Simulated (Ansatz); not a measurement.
Basis-set extrapolation for C₃H₇BFN, SMILES `BC(F)CN=C` (PBE0-D4/def2-TZVP geometry, frozen core, Ansatz 0.2.0). Multiplicity 1, RHF reference.

```json
{"": "HF", "def2-TZVPP": "-296.308446", "def2-QZVPP": "-296.321837"}
{"": "MP2 correlation", "def2-TZVPP": "-1.043639", "def2-QZVPP": "-1.120051"}
{"": "CCSD(T) correlation", "def2-TZVPP": "-1.131722", "def2-QZVPP": "not run"}
```

Energies in hartree. Use E(X) = E(∞) + A·exp(−7.88·√X) for Hartree–Fock and E(X) = E(∞) + B·X^(−2.97) for correlation, with X = 3 and 4, and add CCSD(T) minus MP2 of the smaller set to the MP2 limit.

Question: What is the CCSD(T) energy at the basis-set limit?

Answer: HF limit: -296.321837 + (-0.013391) × 0.13774 = -296.32368. MP2 limit: -1.120051 + (-0.076412) × 0.74074 = -1.17665. Higher-order term: -1.131722 − (-1.043639) = -0.08808. Total: -297.58841 hartree, 93.0 kcal/mol below CCSD(T)/def2-TZVPP.
